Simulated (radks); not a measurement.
The numbers below are computed, except where a source is named.
Initial-state core-level shifts of the praseodymium ion Pr+ when its valence configuration changes from [Xe] 4f3 6s1. Code: a radial shooting solver on a logarithmic mesh with Libxc functionals. Model: Dirac Kohn-Sham, PBE, spin-unpolarised, spherical densities, finite nucleus; open shells fill j = l - 1/2 first; Fermi nuclear charge, rms radius 4.8919 fm. Shifts are changes of the shell-averaged eigenvalues in eV (positive: less bound); the change of the density at the nucleus, which sets a Mossbauer isomer shift, is in e/bohr^3, on a base of 4.169e+05.

valence                   3d       4s       4d       5s  density at nucleus
4f3 5d1               +1.746   +1.752   +1.787   +1.877              -23.17
4f1 6s1 6p2          -24.107  -22.780  -21.545  -13.389              +70.09
4f2.5 6s1.5           -4.613   -4.437   -4.213   -2.659              +24.94
4f1 5d1 6p2          -21.253  -20.015  -18.781  -10.924              +32.19
4f1 5d0.5 6s0.5 6p2  -22.658  -21.379  -20.145  -12.149              +50.36
4f3 6p1               -0.966   -0.971   -0.977   -1.007              -20.74
4f2 5d1 6s1           -7.521   -7.106   -6.582   -3.236              +23.04
4f2 6s2               -9.950   -9.501   -8.993   -5.535              +54.75
4f2 6s1 6p1          -10.926  -10.475   -9.966   -6.493              +30.52
